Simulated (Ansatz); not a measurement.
A structure relaxed at PBE0-D4/def2-TZVP, charge 0, multiplicity 1:

```xyz
10

F    -1.463    2.237    0.200
B    -0.737    1.130    0.100
N    -1.193   -0.147    0.477
Si    0.120   -1.290    0.160
Ge    1.201    0.698   -0.568
H    -2.113   -0.330    0.856
H     0.558   -1.978    1.404
H    -0.288   -2.332   -0.821
H     1.517    0.821   -2.064
H     2.399    1.190    0.255
```

Q: Give its formula and SMILES.

A: BFGeH5NSi, `F[B]1N[SiH2][GeH2]1`.

Q: Point group (tolerance 0.08 Å, 0.16 Å for H)?

A: Cs.

Q: Summarise the bond lengths by kind.

A: 1 × B–F 1.328 Å; 1 × B–N 1.408 Å; 1 × B–Ge 2.095 Å; 1 × N–Si 1.769 Å; 1 × H–N 1.011 Å; 1 × Ge–Si 2.377 Å; 2 × H–Si 1.488 Å; 2 × Ge–H 1.534 Å.

Program: Ansatz 0.2.0.
